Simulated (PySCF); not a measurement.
B2HO2, SMILES O=BB=[OH+], charge +1.

Geometry optimised at ωB97X-D3(BJ)/def2-TZVP. The isomer is the one that the SMILES or the coordinates give; other isomers of the formula were not compared. Other conformers were not sampled.

Calculation: ωB97X-D3(BJ)/def2-TZVP (PySCF).

No scaling factor is applied to the harmonic values.

Modes within 1.5 cm⁻¹ of each other (mostly degenerate sets) share a row, with their intensities summed.

### Question
Give all harmonic wavenumbers and intensities. (An estimate is asked for; the answer gives what the named calculation found.)

### Answer

| mode | ν (cm⁻¹) | IR (km/mol) | moving atoms (share of kinetic energy) |
|---|---|---|---|
| 1–2 | 179 | 31.4 | B 57 %, O 33 %, H 9 % |
| 3–4 | 225 | 505.2 | H 80 %, O 16 % |
| 5–6 | 457 | 0.0 | B 90 % |
| 7 | 596 | 10.7 | O 70 %, B 28 % |
| 8 | 1919 | 270.4 | B 63 %, O 34 % |
| 9 | 2159 | 8.0 | B 70 %, O 30 % |
| 10 | 3794 | 1050.3 | H 92 % |
